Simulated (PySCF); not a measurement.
C5H8O, SMILES CC=C1COC1.

Geometry optimised at PBE0-D3(BJ)/def2-SVP.

Two levels are set side by side: PBE/def2-TZVP (PySCF) and B3LYP/def2-TZVP (PySCF). Same geometry, gas phase. Differences are taken from unrounded values.

| quantity | PBE |
|---|---|
| orbital gap (eV) | 4.66 |
| highest occupied level (eV) | -5.44 |
| lowest empty level (eV) | -0.78 |
| dipole moment (D) | 1.85 |
| mean polarisability (bohr³) | 65.3 |

### Question
These are the PBE values. What does B3LYP give? (The exact figures need the calculation; the answer reports its results.)

### Answer

```json
[
 {"quantity": "orbital gap (eV)", "B3LYP": "6.53", "PBE minus B3LYP": "-1.87"},
 {"quantity": "highest occupied level (eV)", "B3LYP": "-6.55", "PBE minus B3LYP": "1.11"},
 {"quantity": "lowest empty level (eV)", "B3LYP": "-0.02", "PBE minus B3LYP": "-0.76"},
 {"quantity": "dipole moment (D)", "B3LYP": "1.97", "PBE minus B3LYP": "-0.12"},
 {"quantity": "mean polarisability (bohr³)", "B3LYP": "63.7", "PBE minus B3LYP": "1.5"}
]
```

PBE's occupied levels lie high since its potential decays too fast outside the molecule; exact exchange lowers them and widens the gap. Differences between two approximate levels are no errors against the true value.

Rough cost on one machine, each run with all the roots and properties that it gave: B3LYP against PBE within a factor of 2.
